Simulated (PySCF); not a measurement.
# LaH₃: from structure and modes to constants

Method: PBE0 in PySCF with La x2c-TZVPall, H x2c-TZVPall; spin-free X2C, no spin–orbit coupling; density-fitted integrals.

The singlet minimum has C3v symmetry. Masses (u): La 138.90635, H 1.00782.

```xyz
4
charge 0 multiplicity 1, angstrom
La    0.0000    0.0000   -0.0126
H     2.0115    0.0000    0.5671
H    -1.0058    1.7421    0.5671
H    -1.0058   -1.7420    0.5671
```

Harmonic wavenumbers (cm⁻¹): 288.6 (a1, ×1), 526.2 (e, ×2), 1344.8 (e, ×2), 1422.5 (a1, ×1).

(1) Find the principal moments of inertia and the rotational constants. What kind of rotor is it?

(2) What is the harmonic zero-point energy?

(3) Find the vibrational entropy and heat capacity at 298.15 K.

(4) Give the standard entropy (298.15 K, 1 bar) by its translational, rotational, vibrational and spin parts, and Cp.

Answers

(1) About the centre of mass I = 7.1114, 7.1114, 12.234 u Å². With B = 16.8576/I this gives 2.371, 2.371, 1.378 cm⁻¹. The molecule is an oblate symmetric top.

(2) Half the sum of all 6 wavenumbers, 5453/2 = 2727 cm⁻¹, which is 32.6 kJ/mol (1 cm⁻¹ = 0.0119627 kJ/mol).

(3) With u = 1.43878 ω/T, each mode gives S = R[u/(eᵘ−1) − ln(1−e⁻ᵘ)] and C = R u² eᵘ/(eᵘ−1)².
```tsv
ω (cm⁻¹)	u	S (J/(mol K))	C (J/(mol K))
288.6	1.393	6.20	7.09
526.2 (×2)	2.539	2.49	4.99
1344.8 (×2)	6.489	0.09	0.53
1422.5	6.865	0.07	0.41
```
The sums over all modes are S = 11.4 and C = 18.5 J/(mol K); the softest mode gives 54 % of the entropy (each member, where degenerate).

(4) Sackur–Tetrode with M = 141.93 u gives 170.7; rotation with symmetry number 3 gives 66.1; vibration 11.4; spin R ln 1 = 0.0. The total is 248.2 J/(mol K), and Cp = 4 R + 18.5 = 51.8 J/(mol K).

Stability towards spin polarisation was not tested. Only a few start shapes were tried, so a lower isomer may exist.
